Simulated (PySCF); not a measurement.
**Working out the ionisation energy of Te⁺**

Te⁺ [Kr] 4d10 5s2 5p3 (4S) → Te²⁺ [Kr] 4d10 5s2 5p2 (3P). Computed with PySCF 2.14 in aug-cc-pVQZ-DK3 (9s8p6d3f2g, 102 functions), with scalar relativity by spin-free X2C-1e. Frozen: [Kr] 4d10. Energies in hartree (1 hartree = 27.21139 eV):

| part | Te⁺ (lower) | Te²⁺ (upper) |
| --- | --- | --- |
| UHF | -6790.309592 | -6789.635330 |
| CCSD correlation | -0.079468 | -0.063258 |
| (T) | -0.002631 | -0.001451 |

Q: What does Hartree-Fock give?

A: (-6789.635330) − (-6790.309592) = 0.674262 hartree = 18.348 eV.

Q: What do CCSD and CCSD(T) give?

A: The CCSD correlation energies differ by 0.016210 hartree = 0.441 eV and the triples by 0.001180 hartree = 0.032 eV, so CCSD gives 18.789 eV and CCSD(T) 18.821 eV.

A first-order spin-orbit estimate adds -0.612 eV to CCSD(T) (valence), giving 18.209 eV against 18.6 ± 0.4 eV (measured; NIST Atomic Spectra Database, ionization energies).

What remains against the reference includes basis incompleteness, the frozen core and higher excitations.
